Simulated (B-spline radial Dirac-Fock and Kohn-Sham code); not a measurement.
Auger decay of the 3p1/2 hole in Lu³⁺

System: lutetium as Lu³⁺, [Xe] 4f13 6p1 (not the ground configuration).

Level of theory: independent-particle radiative and Coulomb Auger rates from relativistic LDA hole-state orbitals, with Dirac-Fock energies; a radial finite-basis atomic code. Kinetic energies are configuration averages from the vacuum level; the two-hole energies are estimated from single-hole states.

| transition | kinetic energy (eV) | width (meV) | share (%) |
| --- | --- | --- | --- |
| M2-M4N1 | 30.38 | 763 | 7.0 |
| M2-M5N1 | 81.45 | 126 | 1.2 |
| M2-M4N2 | 125.7 | 749 | 6.8 |
| M2-M3N6 | 155.4 | 363 | 3.3 |
| M2-M3N7 | 157.4 | 371 | 3.4 |
| M2-M5N2 | 176.2 | 840 | 7.7 |
| M2-M4N3 | 180.9 | 880 | 8.0 |
| M2-M5N3 | 232.3 | 76.0 | 0.7 |
| M2-M4N4 | 338.7 | 303 | 2.8 |
| M2-M4N5 | 347.9 | 356 | 3.2 |
| M2-M4O1 | 499.6 | 129 | 1.2 |
| M2-M4O2 | 531.1 | 94.7 | 0.9 |
| M2-M4O3 | 539.5 | 118 | 1.1 |
| M2-M4N6 | 543.8 | 1720 | 15.7 |
| M2-M4N7 | 545.2 | 2630 | 24.0 |
| M2-M5O2 | 582.0 | 86.9 | 0.8 |
| M2-M5N6 | 594.3 | 60.2 | 0.5 |
| M2-N1N2 | 1261.9 | 54.4 | 0.5 |
| M2-N2N3 | 1408.5 | 120 | 1.1 |
| M2-N2N4 | 1568.2 | 116 | 1.1 |
| M2-N2N5 | 1574.4 | 189 | 1.7 |
| M2-N2N6 | 1768.5 | 53.9 | 0.5 |
| M2-N2N7 | 1769.6 | 92.6 | 0.8 |
| M2-N6N7 | 2184.0 | 68.3 | 0.6 |

Coster-Kronig rates are the weakest part of this model and often come out 1.5 to 2.5 times too large. The listed channels hold 95 % of the non-radiative rate. Summed by principal shells, of 11.0 eV in all: MMN 85.2 %, MNN 8.1 %, MMO 5.5 %, MNO 1.0 %.

Values without a named source are computed, but for edge energies of neutral atoms, which are taken from tables.
